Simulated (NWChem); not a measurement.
All runs are NWChem calculations. System: phosphorus nitride (NP), charge 0, spin multiplicity 1, at a geometry optimised with B3LYP/def2-SVP. Level: G0W0@PBE/def2-SVPD, RI basis def2-svpd-rifit.

Job file:

```
start mol
memory heap 200 mb stack 700 mb global 1700 mb
geometry units angstroms nocenter noautoz
  N      0.000000     0.000000     1.017718
  P      0.000000     0.000000    -0.474935
  symmetry group C2v
end
basis spherical
  * library def2-svpd
end
basis "ri basis" bse spherical
  * library def2-svpd-rifit
end
dft
  xc xpbe96 cpbe96
  iterations 100
  direct
  tolerances tight
end
task dft energy
gw
  states alpha occ 4 vir 2
end
task dft gw
```

NWChem printed:

```
             Northwest Computational Chemistry Package (NWChem) 7.3.0
             --------------------------------------------------------

                                NWChem Input Module
                                -------------------

 Scaling coordinates for geometry "geometry" by  1.889725989
 (inverse scale =  0.529177249)

 Turning off AUTOSYM since
 SYMMETRY directive was detected!

                             Geometry "geometry" -> ""
                             -------------------------

 Output coordinates in angstroms (scale by  1.889725989 to convert to a.u.)

  No.       Tag          Charge          X              Y              Z
 ---- ---------------- ---------- -------------- -------------- --------------
    1 N                    7.0000     0.00000000     0.00000000     1.01771800
    2 P                   15.0000     0.00000000     0.00000000    -0.47493500

 Effective nuclear repulsion energy (a.u.)      37.2247341780

            Nuclear Dipole moment (a.u.)
            ----------------------------
        X                 Y               Z
 ---------------- ---------------- ----------------
     0.0000000000     0.0000000000     0.0000018897

      Symmetry information
      --------------------

 Group name             C2v
 Group number             16
 Group order               4
 No. of unique centers     2

      Symmetry unique atoms

     1    2


 Summary of "ao basis" -> "" (spherical)
 ------------------------------------------------------------------------------
       Tag                 Description            Shells   Functions and Types
 ---------------- ------------------------------  ------  ---------------------
 *                         def2-svpd                  on all atoms

 new library libraries.bse/

 Summary of "ri basis" -> "" (spherical)
 ------------------------------------------------------------------------------
       Tag                 Description            Shells   Functions and Types
 ---------------- ------------------------------  ------  ---------------------
 *                      def2-svpd-rifit               on all atoms
[...]
           0.000000000000          76.726207819633           0.000000000000
           0.000000000000           0.000000000000           0.000000000000

     Multipole analysis of the density
     ---------------------------------

     L   x y z        total         alpha         beta         nuclear
     -   - - -        -----         -----         ----         -------
     0   0 0 0     -0.000000    -11.000000    -11.000000     22.000000

     1   1 0 0      0.000000      0.000000      0.000000      0.000000
     1   0 1 0      0.000000      0.000000      0.000000      0.000000
     1   0 0 1     -1.048312     -0.524157     -0.524157      0.000002

     2   2 0 0    -12.954461     -6.477230     -6.477230      0.000000
     2   1 1 0      0.000000      0.000000      0.000000      0.000000
     2   1 0 1      0.000000      0.000000      0.000000      0.000000
     2   0 2 0    -12.954461     -6.477230     -6.477230      0.000000
     2   0 1 1      0.000000      0.000000      0.000000      0.000000
     2   0 0 2    -14.905954    -26.439787    -26.439787     37.973621

 Task  times  cpu:        0.8s     wall:        0.8s

                                NWChem Input Module
                                -------------------

                                 NWChem GW Module
                                 ----------------

                             ***********************
                             ***        GW       ***
                             ***********************

 Summary of "ri basis" -> "ri basis" (spherical)
 ------------------------------------------------------------------------------
       Tag                 Description            Shells   Functions and Types
 ---------------- ------------------------------  ------  ---------------------
 N                      def2-svpd-rifit             20       64   7s6p5d2f
 P                      def2-svpd-rifit             24       78   9s6p6d3f

                 Memory Information
                 ------------------
          Available GA per process is          1700.0 MBs
          Available stack per process is        700.0 MBs
          Available heap per process is           0.0 MBs

          Peak memory in Initialization
              Peak GA per process is                  0.8 MBs
              Peak stack per process is               0.0 MBs
              Peak heap per process is                0.9 MBs
              Memory not in MA per process            0.0 MBs

          Peak memory in AFF Calculation
              Peak GA per process is                  2.0 MBs
              Peak stack per process is               1.0 MBs
              Peak heap per process is                0.0 MBs
              Memory not in MA per process            1.0 MBs

          Computing 2-center integrals
          Computing Inverse Cholesky factor
          Computing 3-center integrals
          Computing V_xc ...

          Computing Sigma_x
          Computing RPA polarizability
          Solving quasiparticle equations

                  Alpha Orbitals
          State     Energy (eV)     Error (eV)
          -----------------------------------
@GW         8        -14.868           0.004
@GW         9        -11.396           0.002
@GW        10        -11.396           0.002
@GW        11        -10.686           0.002
@GW        12          0.706           0.003
@GW        13          0.706           0.003

   Applying  -2.9880 eV scissor-shift to rest of particle states

   Applying   3.9523 eV scissor-shift to rest of hole states

     GW Timing Statistics
   ------------------------
   Init.   :          0.0s
     ERIs  :          0.1s
     Distr.:          0.0s
     Vxc   :          0.0s
   Sigma_x :          0.0s
   RPA     :          0.0s
   Wmn     :          0.0s
   Sigma_c :          0.0s
   GW total:          0.2s

 Task  times  cpu:        0.2s     wall:        0.2s

 Total times  cpu:        1.0s     wall:        1.0s
```
